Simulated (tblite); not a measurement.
Compound: C4H10OSi2.
Z-matrix (Å and degrees, GFN2-xTB geometry), rows numbered from 1:
```
Si
O   1  1.6099
C   2  1.4126  1  129.71
C   3  1.5035  2  109.44  1  -155.99
C   4  1.3218  3  118.93  2  -125.12
C   5  1.5005  4  119.34  3    -0.19
Si  6  1.9085  5  104.35  4     3.88
H   1  1.4684  2  111.76  3   -59.91
H   1  1.4682  2  111.56  3    60.16
H   1  1.4533  2   99.33  3   179.86
H   3  1.0995  2  108.39  1   -37.32
H   4  1.0800  3  117.82  2    53.52
H   5  1.0810  4  122.34  3  -179.77
H   6  1.0916  5  109.77  4  -117.38
H   6  1.0914  5  109.89  4   126.40
H   7  1.4613  3  111.42  2     6.45
H   7  1.4660  3  111.84  2  -119.60
```

Method: GFN2-xTB as coded in tblite; computed harmonic values from a numerical Hessian at the method's own geometry, unscaled. The method is semi-empirical: single wavenumbers can be off by several per cent or more. Modes of hydrogen on silicon can be 10 to 20 % off. One conformer, not necessarily the lowest.

Harmonic wavenumbers (cm⁻¹): 32.4, 42.7, 114.6, 154.6, 225.4, 286.9, 386.7, 440.6, 484.7, 520.9, 600.5, 621.1, 633.2, 645.7, 687.0, 729.3, 743.9, 760.0, 782.6, 804.5, 818.8, 846.2, 883.5, 899.9, 988.9, 1033.1, 1094.6, 1117.4, 1140.5, 1201.5, 1239.1, 1290.0, 1309.9, 1459.5, 1709.6, 2191.5, 2227.7, 2245.7, 2287.9, 2346.9, 2837.6, 2956.6, 2981.6, 3060.5, 3081.8.

A = 3884, B = 1068, C = 886.1 MHz; mass 130.027 u (most abundant isotopes); point group C1, symmetry number 1.

Problem. What is the zero-point energy?

Solution. ½Σν̃ = 26474 cm⁻¹ = 316.70 kJ/mol.

Problem. Entropy at 273.15 K, 1 bar (ideal gas, RRHO, classical rotation)?

Solution. Translation 167.74, rotation 119.66, vibration 104.64: S = 392.0 J/(mol K).

Problem. And Cp and H(273.15 K) − H(0)?

Solution. Cp = 145.56 J/(mol K), of which vibrations give 112.31 (their classical limit is 45 R = 374.2); H(273.15 K) − H(0) = 23.65 kJ/mol without the zero-point energy, 14.56 from vibrations.

Problem. What must be added to the electronic energy to get the Gibbs energy at 273.15 K and 1 bar?

Solution. ZPE + [H(273.15 K) − H(0)] − T·S = 316.70 + 23.65 − 107.09 = 233.26 kJ/mol.

Problem. How do the functions run with temperature in this model?

Solution. 
| T (K) | S (J/(mol K)) | Cp (J/(mol K)) | H − H(0) (kJ/mol) | G − H(0) (kJ/mol) | ln q(vib) |
| --- | --- | --- | --- | --- | --- |
| 50 | 249.2 | 54.6 | 2.21 | -10.26 | 0.90 |
| 100 | 292.0 | 70.5 | 5.34 | -23.87 | 2.16 |
| 298.15 | 405.3 | 157.0 | 27.43 | -93.41 | 6.76 |
| 373.15 | 444.0 | 188.3 | 40.41 | -125.26 | 8.56 |
| 500 | 505.3 | 230.3 | 67.10 | -185.53 | 11.64 |
| 750 | 610.0 | 285.6 | 132.17 | -325.36 | 17.57 |
| 1000 | 697.3 | 320.5 | 208.25 | -489.10 | 23.07 |

q(vib) and H(0) count from the zero-point level.

Hindered rotation and anharmonicity are outside this model. Other conformers, if any are populated, would add a mixing term that is left out. The structure is chiral; the term R ln 2 for an equal mix with its mirror image is left out.
